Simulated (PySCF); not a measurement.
**Deuteron quadrupole couplings in `Cc1cccpc1C`**

C7H9P.
Z-matrix (Å and degrees, GFN2-xTB geometry), rows numbered from 1:
```
C 
C   1  1.5016
C   2  1.3915  1  118.40
C   3  1.3839  2  124.09  1   179.98
C   4  1.3778  3  123.22  2    -0.06
P   5  1.7297  4  124.79  3     0.05
C   2  1.3913  1  119.26  3   180.00
C   7  1.5024  2  120.05  1     0.13
H   1  1.0895  2  110.68  3  -120.23
H   1  1.0871  2  110.81  3     0.16
H   1  1.0894  2  110.69  3   120.57
H   3  1.0819  2  117.98  1    -0.01
H   4  1.0831  3  118.20  2   179.94
H   5  1.0833  4  118.80  3  -179.99
H   8  1.0886  7  110.22  2  -179.91
H   8  1.0902  7  110.98  2   -59.75
H   8  1.0903  7  110.93  2    59.97
```

Level: PBE0/pcSseg-1 (PySCF, non-relativistic); Q(2H) = 0.00286 b; rigid geometry, the same for H and D, with no vibrational averaging.

What are Vzz, η and χzz (234.96 MHz × Q × Vzz) at all hydrogens?

```csv
atom,bonded to,bond length (Å),Vzz (au),η,χzz (kHz)
H9,C1,1.089,0.3108,0.02,209
H10,C1,1.087,0.3140,0.04,211
H11,C1,1.089,0.3109,0.02,209
H12,C3,1.082,0.3220,0.08,216
H13,C4,1.083,0.3205,0.06,215
H14,C5,1.083,0.3241,0.06,218
H15,C8,1.089,0.3082,0.04,207
H16,C8,1.090,0.3103,0.02,209
H17,C8,1.090,0.3102,0.02,208
```

How does χzz go with the bond length over the 9 C–H bonds?

A straight-line fit has a slope of -11.3 kHz for each 0.01 Å, with a correlation coefficient of -0.95, over lengths from 1.082 to 1.090 Å. The longer bonds have the smaller couplings here.

A static deuteron (I = 1) shows a doublet split by (3/2)χ, (3/4)χ(1 + η) and (3/4)χ(1 − η) with the field along z, y and x of the gradient. What are these for H17?

With |χ| = 208.4 kHz and η = 0.023: 313, 160 and 153 kHz, to first order and without motion.

Isolated species at its GFN2-xTB geometry, gas phase. GFN2-xTB bond lengths can be off by several hundredths of an ångström, more for odd bonds, and the gradients follow them. With a basis this small, the couplings can be 20 % off.
